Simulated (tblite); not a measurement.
CH₁₀P₂Si₃.
SMILES with atom numbers: `[SiH3:1][CH2:2][SiH:3]1[PH:4][SiH2:5][PH:6]1` (hydrogens: H7, H8, H9 on Si1; H10, H11 on C2; H12 on Si3; H13 on P4; H14, H15 on Si5; H16 on P6)

Computed with GFN2-xTB (tblite), gas phase: Langevin dynamics at 300 K from the optimised GFN2-xTB geometry, time step 0.5 fs, friction 0.01 fs⁻¹, 2000 steps.

Start geometry:
```
atom  x, y, z in Å
Si1     2.868   -0.149    0.667
C2      1.433    0.582   -0.342
Si3    -0.148   -0.456   -0.270
P4     -1.120   -0.279    1.779
Si5    -2.806    0.642    0.583
P6     -1.827    0.529   -1.453
H7      3.223   -1.448    0.091
H8      2.466   -0.307    2.063
H9      4.018    0.754    0.571
H10     1.213    1.585    0.024
H11     1.733    0.690   -1.383
H12     0.045   -1.857   -0.668
H13    -1.645   -1.558    1.775
H14    -4.062   -0.101    0.668
H15    -2.973    2.041    0.973
H16    -2.425   -0.660   -1.822
```

The statistics below take the 31 frames saved every 25 fs from 250 to 1000 fs; their kinetic temperature (all 3N coordinates) averages 276 K.

Question: How do the bond lengths spread?

Answer: 
```csv
bond,start (Å),mean (Å),standard deviation (Å),shortest (Å),longest (Å)
Si1–C2,1.900,1.912,0.029,1.859,1.979
C2–Si3,1.893,1.904,0.030,1.834,1.982
Si3–P4,2.274,2.282,0.045,2.199,2.388
P4–Si5,2.264,2.266,0.035,2.188,2.329
Si5–P6,2.262,2.270,0.035,2.194,2.352
Si3–P6,2.278,2.288,0.033,2.206,2.363
Si1–H7,1.464,1.471,0.030,1.418,1.552
Si1–H8,1.461,1.462,0.019,1.431,1.517
Si1–H9,1.465,1.469,0.033,1.402,1.535
C2–H10,1.090,1.102,0.045,1.015,1.195
C2–H11,1.089,1.099,0.036,1.036,1.190
Si3–H12,1.469,1.478,0.031,1.410,1.560
P4–H13,1.382,1.389,0.036,1.319,1.459
Si5–H14,1.462,1.473,0.042,1.387,1.552
Si5–H15,1.461,1.471,0.034,1.398,1.543
P6–H16,1.381,1.387,0.031,1.323,1.453
```

Question: Give the same statistics for bond angles, one of each kind among heavy atoms.

Answer: 
```csv
angle,start (°),mean (°),standard deviation (°),smallest (°),largest (°)
Si1–C2–Si3,113.6,115.5,6.7,105.0,132.2
C2–Si3–P4,110.4,108.9,4.4,98.7,117.4
C2–Si3–P6,111.1,113.7,5.9,101.0,125.5
P4–Si3–P6,96.9,94.4,2.8,89.3,101.3
Si3–P4–Si5,82.8,83.2,2.6,77.7,87.8
P4–Si5–P6,97.6,95.3,2.6,90.8,102.3
```

Question: How far does each atom move about its mean position (frames aligned on the start, all atoms weighted alike), and what rms force does it feel?

Answer: 
```tsv
atom	rms displacement (Å)	rms force (eV/Å)
Si1	0.26	1.10
C2	0.24	1.96
Si3	0.27	1.06
P4	0.42	1.04
Si5	0.28	1.07
P6	0.28	0.88
H7	0.55	0.58
H8	0.58	0.41
H9	0.44	0.68
H10	0.47	1.35
H11	0.35	1.09
H12	0.41	0.55
H13	0.56	0.75
H14	0.56	0.79
H15	0.75	0.64
H16	0.44	0.63
```

The displacements run from 0.24 to 0.75 Å, the largest at H15.

Question: How widely does the potential energy scatter, against a harmonic estimate?

Answer: Mean 0.49 eV above the start, standard deviation 0.101 eV, range 0.31 to 0.71 eV. For 42 classical harmonic modes at 300 K the canonical values are 42kT/2 = 0.54 eV and kT·√(42/2) = 0.118 eV.

The run is classical and short, so these are rough statistics of one trajectory.

The cost below is that of the whole dynamics run. Time: 21 s of wall time; peak memory 0.25 GiB. Hardware: one thread, Arm Neoverse V1 (aarch64), shared host with 64 logical CPUs at a one-minute load of 45.
